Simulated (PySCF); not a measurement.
C₃H₆B₂O₂.
Structure used (PBE0-D3(BJ)/def2-SVP), in Å, numbered top down from 1:
```
atom  x, y, z in Å
B1     2.2434    0.7468   -0.8356
O2     0.9051    0.7471   -0.7635
C3     0.1765   -0.0490    0.1500
B4    -0.7880    0.7461    1.1467
O5    -2.0288    0.1864    1.0778
C6    -2.0049   -0.8089    0.1118
C7    -0.8236   -0.9739   -0.4864
H8     2.8916    0.0248   -0.1033
H9     2.7453    1.4836   -1.6507
H10    0.8832   -0.6493    0.7663
H11   -0.5638    1.6581    1.8966
H12   -2.9485   -1.3354   -0.0341
H13   -0.6075   -1.7015   -1.2690
```

Method used: PBE0-D3(BJ)/def2-SVP geometry optimisation, gas phase (PySCF 2.14.0).

Take the most abundant isotopes and a rigid rotor. The values belong to one conformer with, in the numbering `[BH2:1][O:2][C@H:3]1[BH:4][O:5][CH:6]=[CH:7]1`, H–B1–O2–C3 1° and -179°, B1–O2–C3–B4 122°.

**Question.** What are A, B and C (MHz)?

**Answer.** Ia = 67.40, Ib = 268.05, Ic = 316.36 u·Å²; 505379 MHz·u·Å²/I gives A = 7498, B = 1885, C = 1597 MHz.

**Question.** Classify the top.

**Answer.** A near-prolate asymmetric top; Ray's κ = -0.902.

**Question.** What does the inertial defect say?

**Answer.** Not planar: Δ = Ic − Ia − Ib = -19.10 u·Å². For a rigid frame Δ = −2 Σ m c², so Σ m c² = 9.55 u·Å² lies off the ab plane: 4.36 from hydrogen and 5.19 from heavier atoms. The atom farthest from that plane is 1.44 Å away.

**Question.** Give the other two planar moments, Paa and Pbb, and the rms extents of the mass along the axes.

**Answer.** Paa = Σ m a² = (Ib + Ic − Ia)/2 = 258.51 and Pbb = Σ m b² = (Ia + Ic − Ib)/2 = 57.86 u·Å². With the mass M = 96.06 u, the rms extents √(P/M) along a, b and c are 1.64, 0.78, 0.32 Å.

**Question.** Which types of transition are allowed, and where do some lines up to J = 3 fall?

**Answer.** The dipole components are |μa| = 1.12 D, |μb| = 1.13 D, |μc| = 0.99 D. Intensities carry the squares of the components, which stand as 0.98 : 1.00 : 0.78 (a : b : c). Some of the stronger lines:

| type | branch | J(Ka,Kc) | MHz | lower level (cm⁻¹) |
| --- | --- | --- | --- | --- |
| b | R | 2(0,2) ← 1(1,1) | 1342 | 0.303 |
| a | Q | 3(1,2) ← 3(1,3) | 1727 | 0.860 |
| a | R | 1(0,1) ← 0(0,0) | 3483 | 0.000 |
| c | Q | 1(1,1) ← 1(0,1) | 5612 | 0.116 |
| b | Q | 2(1,1) ← 2(0,2) | 6199 | 0.348 |
| b | Q | 3(1,2) ← 3(0,3) | 6667 | 0.695 |
| a | R | 2(0,2) ← 1(0,1) | 6955 | 0.116 |
| b | R | 1(1,1) ← 0(0,0) | 9095 | 0.000 |
| a | R | 3(1,3) ← 2(1,2) | 10010 | 0.526 |
| a | R | 3(2,2) ← 2(2,1) | 10449 | 1.117 |
| a | R | 3(1,2) ← 2(1,1) | 10873 | 0.555 |
| b | R | 2(1,2) ← 1(0,1) | 12290 | 0.116 |
| c | R | 2(1,1) ← 1(0,1) | 13154 | 0.116 |
| c | Q | 3(2,2) ← 3(1,2) | 16412 | 0.918 |
| b | Q | 2(2,0) ← 2(1,1) | 16848 | 0.555 |
| c | R | 2(2,1) ← 1(1,1) | 24379 | 0.303 |
| b | R | 2(2,0) ← 1(1,1) | 24389 | 0.303 |

**Question.** Estimate the classical rotational partition function at 10 K, 200 K and 500 K.

**Answer.** Point group C1, symmetry number σ = 1; q = (√π/σ)·√((kT/h)³/(ABC)), k/h = 20836.6 MHz/K: 1120 at 10 K, 100000 at 200 K, 397000 at 500 K.

Not checked by PBE0-D3(BJ)/def2-SVP frequencies. Constants of a rigid frame at the computed geometry: no zero-point averaging, no centrifugal distortion. Quadrupole hyperfine structure (11B) is left out.
